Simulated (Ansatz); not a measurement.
Sn3H6⁺, that is cyclo-(SnH2)3 with one electron fewer. The state is a doublet with charge 1. Geometry PBE0-D4/def2-SVP.

```xyz
9

Sn   -0.5707   -0.2004    1.6460
H     0.4970    0.4417    2.8055
H    -1.1830   -1.7579    1.9553
Sn    1.2606   -0.5404   -1.0926
H     1.1277   -2.1864   -1.5042
H     2.8084    0.0144   -0.6534
Sn   -0.9852    1.0576   -0.7897
H    -2.3363    0.4611   -1.6182
H    -0.6184    2.7103   -0.7487
```

In the def2 sets Sn takes a core potential; there is no spin–orbit coupling.

Q: Estimate the α-spin orbital energies around the gap (eV) in Ansatz with PBE-D4/def2-TZVP, PBE0-D4/def2-TZVP.

A: 
```tsv
orbital	PBE-D4/def2-TZVP	PBE0-D4/def2-TZVP
HOMO−5	-13.28	-14.53
HOMO−4	-12.63	-13.84
HOMO−3	-12.61	-13.82
HOMO−2	-12.43	-13.52
HOMO−1	-11.05	-11.98
HOMO	-9.79	-10.58
LUMO	-6.97	-6.23
LUMO+1	-6.85	-6.17
LUMO+2	-6.31	-5.48
LUMO+3	-5.65	-4.91
LUMO+4	-5.12	-4.28
LUMO+5	-3.90	-3.11
β HOMO	-10.90	-11.76
β LUMO	-8.96	-8.21
```
